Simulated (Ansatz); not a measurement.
hydrogen chloride (HCl), singlet, geometry from GFN2-xTB. Base run: CCSD(T)/STO-3G (Ansatz, a quantum-chemistry and plane-wave program).

Here is a job for Ansatz.
Ansatz 0.2 input:
```yaml
crystal:
  periodic: [false, false, false]
  atoms:
    - {symbol: Cl, position_ang: [-0.00000000, -0.00000000, -0.07094563]}
    - {symbol: H, position_ang: [0.00000000, 0.00000000, 1.20607566]}
basis:
  gaussian:
    orbitals: STO-3G
magnetization: {spin_polarized: false}
correlation: {method: ccsd_t}
```

Variants of this job, named by their change:

```tsv
change	ΔE vs base (kcal/mol)	MP2 correlation (Eh)	CC correlation without the perturbative part (Eh)	basis functions
base	0.000	-0.01285	-0.01910	10
method = bccd_t	0.000	-0.01285	-0.01910	10
reference functional = pbe0	0.159	-	-0.01928	10
diis_vectors = 2	0.000	-0.01285	-0.01910	10
electrons = all	-0.037	-0.01293	-0.01916	10
method = ccsd	0.000	-0.01285	-0.01910	10
fitting = cc-pVTZ-JKFIT (mean field), cc-pVTZ-RIFIT (correlation)	-0.010	-0.01285	-0.01910	10
lower_state_search = off	0.000	-0.01285	-0.01910	10
accuracy = high	0.000	-0.01285	-0.01910	10
diis_vectors = 4	0.000	-0.01285	-0.01910	10
```
